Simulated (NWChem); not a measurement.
System: CdHF; SMILES [F][CdH]

NWChem input:

```
start job
memory heap 200 mb stack 900 mb global 1100 mb
geometry units angstroms noautosym nocenter noautoz
  Cd    -0.295677    -0.182418     0.000000
  H     -0.671895    -1.772387     0.000000
  F      0.149239     1.697581     0.000000
end
basis spherical
  Cd library sto-3g
  H library sto-3g
  F library sto-3g
end
dft
  xc b3lyp
  iterations 150
end
property
  response 1 0.0773
end
task dft property
```

STO-3G and 3-21G are far too small for this property and stand as cheap habits. The geometry was optimised at PBE0/def2-SVP (def2 core potentials past Kr).

Field at 589 nm.

Question: Predict the main results of this run. (B3LYP/STO-3G, non-relativistic.) Quantities: isotropic polarisability (bohr³); anisotropy (bohr³).

Answer: 
```
Item                              Value
--------------------------------  -----
isotropic polarisability (bohr³)   17.6
anisotropy (bohr³)                  5.0
```
